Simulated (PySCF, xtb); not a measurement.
C3H6BFO2, SMILES [C@@H]1(B(O)O)C[C@@H]1F. Other conformers were not sampled.

Harmonic wavenumbers (cm⁻¹) from GFN2-xTB run with xtb at its own minimum, in rising order: 39, 114, 171, 347, 369, 408, 469, 535, 597, 637, 723, 824, 866, 945, 952, 987, 1020, 1033, 1067, 1085, 1140, 1202, 1230, 1311, 1324, 1369, 1447, 3017, 3028, 3091, 3127, 3621, 3662.

What does PySCF with B3LYP-D3(BJ)/def2-SVP give at its own minimum? (An estimate is asked for; the answer gives what the named calculation found.)

48, 124, 190, 365, 402, 435, 492, 513, 584, 683, 751, 786, 841, 975, 993, 1014, 1017, 1043, 1061, 1111, 1171, 1229, 1267, 1390, 1427, 1450, 1481, 3121, 3127, 3151, 3229, 3840, 3876. Paired by order, the mean absolute difference is 50 cm⁻¹ and the zero-point energies are 59.7 and 61.7 kcal/mol.
